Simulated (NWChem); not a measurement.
Species: C₂H₈OSi; SMILES OCC[SiH3]

```xyz
12

O      0.0610    -2.4237    -0.0922
C     -0.4694    -1.1310     0.0266
C      0.5905    -0.0382    -0.0212
Si    -0.0710     1.7312    -0.0085
H      0.6592    -2.5676     0.6486
H     -1.1678    -1.0129    -0.8181
H     -1.0769    -1.0229     0.9490
H      1.2070    -0.1720    -0.9269
H      1.2782    -0.1394     0.8390
H     -0.8668     1.9905     1.2320
H      1.0654     2.7005    -0.0539
H     -0.9555     1.9726    -1.1904
```
Atoms are numbered in this order, from 1.

Coordinates come from a PBE0/def2-SVP optimisation. B3LYP is NWChem's, with the RPA form of VWN correlation.

**Question.** Give the principal values of the shielding tensors (ppm) of O1, C2, C3, Si4 from B3LYP/6-31G* (spherical d), GIAO (NWChem), with their diamagnetic and paramagnetic parts as GIAO splits them.

**Answer.** 
```json
[
 {"atom": "O1", "σ11": "236.5", "σ22": "280.9", "σ33": "309.1", "isotropic": "275.5", "diamagnetic": "390.6", "paramagnetic": "-115.1"},
 {"atom": "C2", "σ11": "100.0", "σ22": "123.3", "σ33": "168.4", "isotropic": "130.6", "diamagnetic": "244.5", "paramagnetic": "-113.9"},
 {"atom": "C3", "σ11": "158.8", "σ22": "169.3", "σ33": "192.4", "isotropic": "173.5", "diamagnetic": "248.5", "paramagnetic": "-75.0"},
 {"atom": "Si4", "σ11": "436.3", "σ22": "442.2", "σ33": "495.5", "isotropic": "458.0", "diamagnetic": "882.4", "paramagnetic": "-424.4"}
]
```
